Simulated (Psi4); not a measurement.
F₃Sc, charge -1, doublet, geometry from GFN2-xTB (such geometries of metal compounds can be far from the true shape) (the multiplicity is a formal guess) (a gas-phase anion, which may not be bound at this level); SCAN/3-21G (Psi4).

Psi4 was given this input:
```
memory 2 GB

molecule mol {
-1 2
Sc
F  1 1.834011
F  1 1.834011 2 120.000000
F  1 1.834011 2 120.000000 3 180.000000
}

set {
  basis 3-21g
  reference uks
}

energy('scan')
print_variables()
```

Question: Write the output that Psi4 gives for this input, abridged.

Answer: 
```
   => Loading Basis Set <=

    Name: 3-21G
    Role: ORBITAL
    Keyword: BASIS

         ---------------------------------------------------------
                                   SCF
               by Justin Turney, Rob Parrish, Andy Simmonett
                          and Daniel G. A. Smith
                              UKS Reference
         ---------------------------------------------------------

  ==> Geometry <==

    Molecular point group: c2v
    Full point group: D3h

    Geometry (in Angstrom), charge = -1, multiplicity = 2:

       Center              X                  Y                   Z               Mass
    ------------   -----------------  -----------------  -----------------  -----------------
         SC           0.000000000000     0.000000000000     0.000000000000    44.955908280000
         F            0.000000000000     0.000000000000     1.834011000000    18.998403162730
         F            0.000000000000     1.588300116820    -0.917005500000    18.998403162730
         F            0.000000000000    -1.588300116820    -0.917005500000    18.998403162730

  Running in c2v symmetry.

  Rotational constants: A =      0.17587  B =      0.17587  C =      0.08793 [cm^-1]
  Rotational constants: A =   5272.35893  B =   5272.35893  C =   2636.17947 [MHz]
  Nuclear repulsion =  204.080011227860439

  Charge       = -1
  Multiplicity = 2
  Electrons    = 49
  Nalpha       = 25
  Nbeta        = 24

  ==> Algorithm <==

  SCF Algorithm Type is DF.
  DIIS enabled.
  MOM disabled.
  Fractional occupation disabled.
  Guess Type is SAD.
  Energy threshold   = 1.00e-06
  Density threshold  = 1.00e-06
  Integral threshold = 1.00e-12

  ==> Primary Basis <==

  Basis Set: 3-21G
    Blend: 3-21G
    Number of shells: 26
    Number of basis functions: 56
    Number of Cartesian functions: 56
    Spherical Harmonics?: false
    Max angular momentum: 2

  ==> DFT Potential <==

   => LibXC <=

    Version 7.1.2
    S. Lehtola, C. Steigemann, M. J. T. Oliveira, and M. A. L. Marques,  SoftwareX 7, 1–5 (2018) (10.1016/j.softx.2017.11.002)

   => Composite Functional: SCAN <=

    SCAN Meta-GGA XC Functional  (10.1103/PhysRevLett.115.036402)
    J. Sun, A. Ruzsinszky, J. P. Perdew  Phys. Rev. Lett. 115, 036402, 2015

    Deriv               =              1
    GGA                 =           TRUE
    Meta                =           TRUE

    Exchange Hybrid     =          FALSE
    MP2 Hybrid          =          FALSE

   => Exchange Functionals <=

    1.0000   XC_MGGA_X_SCAN

   => Correlation Functionals <=

    1.0000   XC_MGGA_C_SCAN

   => LibXC Density Thresholds  <==

    XC_MGGA_C_SCAN:  1.00E-15
    XC_MGGA_X_SCAN:  1.00E-15

   => Molecular Quadrature <=

    Radial Scheme          =       TREUTLER
    Pruning Scheme         =           NONE
    Nuclear Scheme         =       TREUTLER

    Blocking Scheme        =         OCTREE
    BS radius alpha        =              1
    Pruning alpha          =              1
    Radial Points          =             75
    Spherical Points       =            302
    Total Points           =          88081
    Total Blocks           =            740
    Max Points             =            255
    Max Functions          =             54
    Weights Tolerance      =       1.00E-15

   => Loading Basis Set <=

    Name: (3-21G AUX)
    Role: JKFIT
    Keyword: DF_BASIS_SCF

  ==> Integral Setup <==

  SCF_SUBTYPE=INCORE selected. In-core MEM_DF algorithm will be used.
  Using in-core AOs.

  ==> MemDFJK: Density-Fitted J/K Matrices <==

    J tasked:                   Yes
    K tasked:                    No
    wK tasked:                   No
    Algorithm:                 Core
    Schwarz Cutoff:           1E-12
    Mask sparsity (%):       5.7398
    Fitting Condition:        1E-10

   => Auxiliary Basis Set <=

  Basis Set: (3-21G AUX)
    Blend: DEF2-UNIVERSAL-JKFIT
    Number of shells: 133
    Number of basis functions: 656
    Number of Cartesian functions: 656
    Spherical Harmonics?: false
    Max angular momentum: 6

  Minimum eigenvalue in the overlap matrix is 3.7102303468E-03.
  Reciprocal condition number of the overlap matrix is 8.8740728207E-04.
    Using symmetric orthogonalization.

  ==> Pre-Iterations <==

  SCF Guess: Superposition of Atomic Densities via on-the-fly atomic UHF (no occupation information).

   -------------------------
    Irrep   Nso     Nmo
   -------------------------
     A1        27      27
     A2         4       4
     B1        10      10
     B2        15      15
   -------------------------
    Total      56      56
   -------------------------

  ==> Iterations <==

                           Total Energy        Delta E     RMS |[F,P]|

   @DF-UKS iter SAD: -1053.81379753806550   -1.05381e+03   0.00000e+00
   @DF-UKS iter   1: -1054.89261990867749   -1.07882e+00   2.66102e-02 ADIIS/DIIS
   @DF-UKS iter   2: -1053.73295093787056    1.15967e+00   6.29289e-02 ADIIS/DIIS
   @DF-UKS iter   3: -1055.09781041019755   -1.36486e+00   8.91898e-03 ADIIS/DIIS
   @DF-UKS iter   4: -1055.12559241909344   -2.77820e-02   2.83867e-03 ADIIS/DIIS
   @DF-UKS iter   5: -1055.13226698008930   -6.67456e-03   7.25049e-04 ADIIS/DIIS
   @DF-UKS iter   6: -1055.13267727071911   -4.10291e-04   2.62955e-04 ADIIS/DIIS
   @DF-UKS iter   7: -1055.13271049909167   -3.32284e-05   9.43335e-05 DIIS
   @DF-UKS iter   8: -1055.13271911794550   -8.61885e-06   1.12203e-05 DIIS
   @DF-UKS iter   9: -1055.13271926222910   -1.44284e-07   2.30793e-06 DIIS
   @DF-UKS iter  10: -1055.13271926744483   -5.21572e-09   4.74574e-07 DIIS
  Energy and wave function converged.

  ==> Post-Iterations <==

   Electrons on quadrature grid:
      Nalpha   =   24.9999704837 ; deviation = -2.952e-05
      Nbeta    =   23.9999709914 ; deviation = -2.901e-05
      Ntotal   =   48.9999414752 ; deviation = -5.852e-05

   @Spin Contamination Metric:   2.199654523E-03
   @S^2 Expected:                7.500000000E-01
   @S^2 Observed:                7.521996545E-01
   @S   Expected:                5.000000000E-01
   @S   Observed:                5.000000000E-01

    Orbital Energies [Eh]
    ---------------------

    Alpha Occupied:

[...]
      13A1     0.077599

    Alpha Virtual:

[...]
      27A1    12.763942

    Beta Occupied:

[...]
    Beta Virtual:

[...]
    Final Occupation by Irrep:
             A1    A2    B1    B2
    DOCC [    12,    1,    4,    7 ]
    SOCC [     1,    0,    0,    0 ]
    NA   [    13,    1,    4,    7 ]
    NB   [    12,    1,    4,    7 ]

  @DF-UKS Final Energy: -1055.13271926744483

   => Energetics <=

    Nuclear Repulsion Energy =            204.0800112278604388
    One-Electron Energy =               -1873.0276754190520023
    Two-Electron Energy =                 684.4351046635874809
    DFT Exchange-Correlation Energy =     -70.6201597398407870
    Empirical Dispersion Energy =           0.0000000000000000
    VV10 Nonlocal Energy =                  0.0000000000000000
    Total Energy =                      -1055.1327192674448270

  UHF NO Occupations:
  HONO-2 :   12 A1 1.9998708
  HONO-1 :    4 B1 1.9992794
  HONO-0 :   13 A1 1.0000000
  LUNO+0 :    5 B1 0.0007206
  LUNO+1 :   14 A1 0.0001292
  LUNO+2 :    8 B2 0.0001285
  LUNO+3 :   15 A1 0.0000322

Computation Completed

Properties will be evaluated at   0.000000,   0.000000,   0.000000 [a0]

Properties computed using the SCF density matrix

 Multipole Moments:

 ------------------------------------------------------------------------------------
     Multipole            Electronic (a.u.)      Nuclear  (a.u.)        Total (a.u.)
 ------------------------------------------------------------------------------------

 L = 1.  Multiply by 2.5417464519 to convert [e a0] to [Debye]
 Dipole X            :          0.0000000            0.0000000            0.0000000
 Dipole Y            :          0.0000000            0.0000000            0.0000000
 Dipole Z            :          0.0018356            0.0000000            0.0018356
 Magnitude           :                                                    0.0018356

 ------------------------------------------------------------------------------------

  Variable Map:
  ----------------------------------------------------------------------------
[...]
  Array Variable Map:
  ----------------------------------------------------------------------------
[...]
[...]
```
